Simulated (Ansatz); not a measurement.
Coupled-cluster diagnostics for MoO2Cl2 (MoCl2O2), Ansatz.

Geometry of the singlet (PBE-D4/def2-SVP):

```xyz
5

Mo   -0.037    0.084   -0.045
O     0.467    0.747   -1.512
O    -1.279    1.072    0.527
Cl    1.687    0.106    1.428
Cl   -0.838   -2.009   -0.398
```

In the def2 sets Mo takes a core potential; there is no spin–orbit coupling. Correlated methods freeze 12 core orbitals; core or outer-core shells of Mo are correlated, in sets that lack core-valence functions.

Problem. Estimate the CCSD(T) correlation energy, the shares of MP2 and (T), T1 and the reference's ⟨S²⟩ for: charge 0, singlet, own geometry in def2-TZVPP; and the rough time on 4 threads of Arm Neoverse V1 on a shared host.

Solution. 
```json
{"state": "charge 0, singlet, own geometry", "basis": "def2-TZVPP", "correlation (eV)": "-40.978", "MP2 share (%)": "99.4", "(T) share (%)": "6.3", "T1": "0.025", "⟨S²⟩ (pure)": "0.00 (0.00)", "wall time": "2.2 min", "remarks": "restricted SCF unstable in HF"}
```
Customary marks for T1 are 0.02 (closed shells), 0.045 (open shells) and about 0.05 (3d metals). T1 exceeds 0.02 in 1 of 1 rows and 0.045 in 0; the higher it lies, the less the single-reference result can be trusted.
